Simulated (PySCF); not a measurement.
An unknown is described by computed data only.

Formula: CH10FNSi3.

| Quantity | Value |
| --- | --- |
| Polarisability | 104.8 au [CAM-B3LYP/def2-SVPD] |
| 13C NMR | chemical shifts (computed TMS as zero) by class: 8.2 (1 C) ppm [GIAO PBE0/pcSseg-1] |
| UV, strongest line | among the 8 lowest singlet transitions: S2 at 6.18 eV (201 nm, f = 0.140) [TDDFT CAM-B3LYP/def2-SVPD] |
| UV, first state | lowest singlet excitation: 5.64 eV (220 nm, f = 0.021) [TDDFT CAM-B3LYP/def2-SVPD] |
| Dipole | 0.88 D [CAM-B3LYP/def2-SVPD] |
| Rotational structure | rotational constants A, B, C: 2.494, 1.033, 0.905 GHz [GFN2-xTB] |

Gas-phase values; electronic properties from PySCF, density fitting. Levels stand in brackets. One conformer (not necessarily the lowest) at the GFN2-xTB geometry, without solvent, vibrations or thermal averaging. NMR classes are plain means over equivalent atoms (diastereotopic ones count apart unless rotation or inversion swaps them), as if these changed places fast.

Question: Give a SMILES that accounts for the data.

Answer: Numbering: `[CH3:1][Si@H:2]([NH2:3])[SiH2:4][SiH2:5][F:6]`. Its formula, CH10FNSi3, gives 0 degrees of unsaturation, so no ring and no π bond. The one carbon: Si-methyl carbon [C1] (8.2 ppm). The optimised geometry has point group C1 and is an asymmetric top. Structure: `C[Si@H](N)[SiH2][SiH2]F`. Computed isomers that give other values at the same levels: `CN[SiH2][SiH2][SiH2]F` (13C chemical shifts (computed TMS as zero) by class: 35.9 (1 C) ppm); `C[Si@@](F)([SiH3])N[SiH3]` (rotational constant A: 1.930 GHz; this holds for the one conformer computed); `C[Si@H](F)N([SiH3])[SiH3]` (13C chemical shifts (computed TMS as zero) by class: 1.6 (1 C) ppm). The assignments are read from this structure; whether some other isomer fits the data as well wasn't checked. The mirror image fits equally.

Shape of the structure used: `[CH3:1][Si@H:2]([NH2:3])[SiH2:4][SiH2:5][F:6]`: C1–Si2–Si4–Si5 91°, Si2–Si4–Si5–F6 -8°, H–N3–Si2–C1 65°, H–N3–Si2–C1 -73°.
